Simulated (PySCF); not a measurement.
Ga(Cl)3 cation (Cl3Ga), SMILES [Cl][Ga]([Cl])[Cl] (connectivity only; charge and spin as stated), charge +1, multiplicity 2. Geometry: B3LYP-D3(BJ)/def2-SVP. The spin state was assumed, not searched. The isomer is the one that the SMILES or the coordinates give; other isomers of the formula were not compared.

These are B3LYP-D3(BJ)/def2-SVP (PySCF) values and carry that method's errors.

Harmonic wavenumbers (cm⁻¹): 83, 106, 152, 295, 357, 525. Rotational constants (GHz): 3.505, 1.484, 1.043; symmetry number 2.

Work out the zero-point energy and the ideal-gas rigid-rotor harmonic-oscillator thermochemistry at 298.15 K and 1 atm.

ZPE = ½ Σ hcν = ½ × 1519 cm⁻¹ = 2.17 kcal/mol. H − E(el) = 6.50 kcal/mol. Entropy in cal/(mol K): translation 41.40, rotation 27.10, vibration 12.97, spin 1.38, total 82.84. G − E(el) = -18.20 kcal/mol. Cp = 18.19 cal/(mol K). Modes under 150 cm⁻¹ make the vibrational entropy uncertain.
